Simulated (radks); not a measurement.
Coulomb parameter of the 3d shell of the nickel ion Ni3+ in the model configuration [Ar] 3d6 4p1, as a second difference U = [E(n + 0.5) + E(n - 0.5) - 2 E(n)] / (0.5)^2 with all orbitals relaxed. "Bare": the charge of the atom changes with n. "Screened": the 4p shell takes up the change at fixed total charge, which measures U(3d,3d) + U(4p,4p) - 2 U(3d,4p). Calculated with a radial shooting solver on a logarithmic mesh with Libxc functionals: Dirac Kohn-Sham, PBE, spin-unpolarised, spherical densities, point nucleus; open shells are shared between the two j in proportion to 2j + 1.

| case | configuration | E - E(n) (eV) |
|---|---|---|
| start | [Ar] 3d6 4p1 | 0.000 |
| bare +0.5 | [Ar] 3d6.5 4p1 | -25.526 |
| bare -0.5 | [Ar] 3d5.5 4p1 | 30.821 |
| screened +0.5 | [Ar] 3d6.5 4p0.5 | -13.105 |
| screened -0.5 | [Ar] 3d5.5 4p1.5 | 14.777 |

U(bare) = 21.181 eV, U(screened by 4p) = 6.686 eV.
